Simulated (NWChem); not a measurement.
Molecule: iminoborane (BNH2); SMILES B=N

Computed with NWChem. Medium grid unless said otherwise, to which SCAN and Minnesota functionals are sensitive. Structure relaxed at the PBE0-D3(BJ)/def2-TZVP level. Level r2SCAN/def2-TZVP: energy and gradient; each run changes one setting, and changes count from the defaults (medium grid, exact Coulomb integrals, symmetry on).

Which setting moves the energy most, and by about how much (tight SCF thresholds and tolerances; defaults; symmetry off; coarse grid; Becke weights)?

coarse grid, by about 300 μHa.
```json
[
 {"setting": "defaults", "size of the energy change (μHa)": "< 10", "largest change of a gradient component (μHa/bohr)": "< 30"},
 {"setting": "coarse grid", "size of the energy change (μHa)": "300", "largest change of a gradient component (μHa/bohr)": "700"},
 {"setting": "tight SCF thresholds and tolerances", "size of the energy change (μHa)": "< 10", "largest change of a gradient component (μHa/bohr)": "< 30"},
 {"setting": "symmetry off", "size of the energy change (μHa)": "< 10", "largest change of a gradient component (μHa/bohr)": "other frame"},
 {"setting": "Becke weights", "size of the energy change (μHa)": "< 10", "largest change of a gradient component (μHa/bohr)": "200"}
]
```
